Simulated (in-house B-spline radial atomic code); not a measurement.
## Binding energies in Zn VI (Zn5+)

NIST's tabulated ground configuration is [Ar] 3d7; each binding energy is the energy of the ion with one electron taken from that subshell, relaxed, less that of the parent. Method: Dirac-Hartree-Fock, average of configuration, Fermi nucleus of rms radius 3.9283 fm. Calculated with an all-electron radial atomic-structure program (B-spline basis). Energies include first-order Breit, QED and recoil terms.

```
subshell  X-ray name  binding energy (eV)  -ε (eV)  relaxation (eV)
      1s           K               9771.2   9831.5             42.1
      2s          L1               1312.7   1332.3             18.1
   2p1/2          L2               1158.1   1179.6             20.0
   2p3/2          L3               1134.7   1155.4             19.7
      3s          M1                246.1    249.6              3.3
   3p1/2          M2                194.8    198.2              3.3
   3p3/2          M3                191.5    194.7              3.2
      3d        M4,5                109.8    112.8              3.0
```

Relaxation = -ε minus the binding energy without Breit, QED and recoil terms.

Emission lines follow as differences of binding energies, with λ = 12398.42 eV·Å / E:

```
 line       holes  energy (eV)  wavelength (Å)
 K-L3  1s → 2p3/2       8636.5          1.4356
 K-L2  1s → 2p1/2       8613.1          1.4395
 K-M3  1s → 3p3/2       9579.7          1.2942
L1-M3  2s → 3p3/2       1121.2          11.058
L3-M1  2p3/2 → 3s        888.6          13.953
```

Problem. What screening constant σ does Moseley's law, E = (3/4)·13.6057 eV·(Z - σ)², need for K-L3?

Solution. σ = 0.91.

Problem. What does it cost to remove both a 1s and a 3d electron?

Solution. 9913.9 eV, which is 32.95 eV more than the two single binding energies together.

Problem. What does it cost to remove both a 2s and a 2p3/2 electron?

Solution. 2515.9 eV, which is 68.51 eV more than the two single binding energies together.

Problem. What does it cost to remove both a 2s and a 3d electron?

Solution. 1456.2 eV, which is 33.71 eV more than the two single binding energies together.
